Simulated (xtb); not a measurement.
BCl2HS, SMILES SB(Cl)Cl. All values are semi-empirical tight-binding results from xtb (GFN2-xTB unless named), good for trends rather than for accurate numbers. Coordinates come from a GFN2-xTB optimisation. Other conformers were not sampled.

Optimised geometry:

Bonded distances (Å): B1–Cl2 1.722, B1–Cl3 1.734, B1–S4 1.802, S4–H5 1.328. Bond angles (°): Cl2–B1–Cl3 119.5, Cl2–B1–S4 119.3, Cl3–B1–S4 121.2, B1–S4–H5 97.6.

Computed properties:
```yaml
point_group_as_xtb_finds_it: Cs
orbital_gap: 4.14 eV
zero_point_energy: 9.1 kcal/mol
G − E(el) at 298.15 K (modified RRHO): -9.6 kcal/mol
static polarisability (D4 model): 60.7 bohr³
solvation energy, GFN2-xTB/ALPB(water): -2.5 kcal/mol
solvation energy, GFN2-xTB/ALPB(methanol): -5.8 kcal/mol
```

Computed atomic charges and the Wiberg bond orders between heavy atoms:
charges (e) B1 0.43, Cl2 -0.19, Cl3 -0.21, S4 -0.22, H5 0.20. Bond orders B1–Cl2 1.12, B1–Cl3 1.09, B1–S4 1.21.
